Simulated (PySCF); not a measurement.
1,1-dibromo-1-chloroethane (C2H3Br2Cl), SMILES CC(Cl)(Br)Br. Atoms are numbered in the order given.

```xyz
8

C     -1.8282     0.7201     0.0000
C     -0.3402     0.4338     0.0000
Cl     0.5856     1.9639     0.0000
Br     0.1374    -0.6099    -1.6031
Br     0.1374    -0.6099     1.6031
H     -2.0871     1.3012     0.8968
H     -2.3923    -0.2224     0.0000
H     -2.0871     1.3012    -0.8968
```
Charge 0, spin multiplicity 1.

Geometry: B3LYP-D3(BJ)/def2-SVP.

These are B3LYP-D3(BJ)/def2-SVP in PySCF values and carry that method's errors.

Frequencies are harmonic and unscaled.

| mode | ν (cm⁻¹) | IR (km/mol) | Raman (Å⁴/amu) | depolarisation | moving atoms (share of kinetic energy) |
|---|---|---|---|---|---|
| 1 | 160 | 0.0 | 3.5 | 0.63 | Br 78 %, Cl 12 %, C 9 % |
| 2 | 192 | 0.0 | 3.4 | 0.75 | Cl 55 %, Br 34 % |
| 3 | 262 | 0.4 | 7.2 | 0.23 | Cl 41 %, Br 40 %, C 16 % |
| 4 | 282 | 2.5 | 2.5 | 0.75 | C 43 %, Br 30 %, H 25 % |
| 5 | 313 | 1.9 | 2.2 | 0.72 | C 41 %, Cl 27 %, H 22 %, Br 10 % |
| 6 | 314 | 0.0 | 0.0 | – | H 99 % |
| 7 | 454 | 9.0 | 10.8 | 0.01 | C 60 %, Cl 18 %, H 12 %, Br 10 % |
| 8 | 613 | 107.5 | 8.9 | 0.75 | C 80 %, H 15 % |
| 9 | 677 | 98.6 | 6.4 | 0.73 | C 70 %, Cl 15 %, H 14 % |
| 10 | 1074 | 14.3 | 1.1 | 0.14 | C 89 %, H 11 % |
| 11 | 1079 | 54.6 | 1.3 | 0.75 | H 65 %, C 35 % |
| 12 | 1087 | 44.8 | 0.7 | 0.24 | H 63 %, C 37 % |
| 13 | 1393 | 8.7 | 4.3 | 0.52 | H 79 %, C 21 % |
| 14 | 1450 | 4.3 | 10.9 | 0.75 | H 97 % |
| 15 | 1450 | 3.4 | 9.9 | 0.75 | H 96 % |
| 16 | 3051 | 2.0 | 137.5 | 0.01 | H 97 % |
| 17 | 3148 | 1.8 | 89.5 | 0.75 | H 90 %, C 10 % |
| 18 | 3159 | 1.3 | 68.2 | 0.75 | H 90 %, C 10 % |
